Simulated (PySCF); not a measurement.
From one molecule to another.

First species: C₇H₁₅P.
SMILES: `C(P(CC)C1CC1)C`

Second species: C7H15P.
Geometry (GFN2-xTB, Å), atoms numbered from 1 in this order:
```xyz
23
C7H15P angstrom
C      2.038    1.349   -0.867
C      1.750    0.114   -0.475
C      2.629   -0.672    0.448
P      0.286   -0.733   -1.191
C     -1.113   -0.110   -0.070
C     -0.739   -0.137    1.408
C     -2.297   -1.043   -0.331
C     -1.473    1.312   -0.494
H      2.900    1.883   -0.495
H      1.424    1.875   -1.579
H      3.036   -1.534   -0.082
H      2.065   -1.046    1.302
H      3.455   -0.063    0.810
H      0.471   -1.919   -0.464
H      0.085    0.543    1.613
H     -1.594    0.174    2.009
H     -0.454   -1.140    1.721
H     -3.173   -0.707    0.222
H     -2.063   -2.060   -0.019
H     -2.544   -1.058   -1.391
H     -2.338    1.666    0.067
H     -0.643    1.990   -0.305
H     -1.714    1.344   -1.555
```

Levels: PBE0/pcSseg-1 for dipole moment, HOMO energy, LUMO energy and HOMO–LUMO gap; GFN2-xTB for rotational constant A and rotational constant C. Geometries: GFN2-xTB. Each structure is a single optimised conformer of the isolated species, non-relativistic unless stated; the electronic structure was computed with PySCF and density fitting.

The conformers computed, where there is a choice (atom-mapped SMILES and torsion angles):
- `[CH3:1][CH2:2][P:3]([CH2:4][CH3:5])[CH:6]1[CH2:7][CH2:8]1`: C1–C2–P3–C4 176°, C2–P3–C4–C5 -176°, C2–P3–C6–C7 -165°
- `[CH2:1]=[C:2]([CH3:3])[PH:4][C:5]([CH3:6])([CH3:7])[CH3:8]`: C1–C2–P4–C5 -85°, C2–P4–C5–C6 -44°

Task: Which has the higher rotational constant C?

Result: The second: 1.098 GHz against 0.896 GHz, a difference of 0.202 GHz.

Task: Which has the higher dipole moment?

Result: The second: 1.38 D against 1.24 D, a difference of 0.14 D.

Task: Which of the two has the higher LUMO energy, and by how much?

Result: The first: 1.10 eV against -0.09 eV, a difference of 1.19 eV.

Task: Which of the two has the higher rotational constant A, and by how much?

Result: The second: 2.545 GHz against 1.821 GHz, a difference of 0.724 GHz.

Task: Which has the higher HOMO–LUMO gap?

Result: The first: 7.65 eV against 6.42 eV, a difference of 1.23 eV.

On the first: The dipole matches unit charges of opposite sign 0.26 Å apart (1 e·Å = 4.8032 D). A dipole of 1.24 D is allowed in Cs, and pure rotational transitions are dipole-allowed.

On the second: The dipole matches unit charges of opposite sign 0.29 Å apart (1 e·Å = 4.8032 D). A dipole of 1.38 D is allowed in C1, and pure rotational transitions are dipole-allowed.
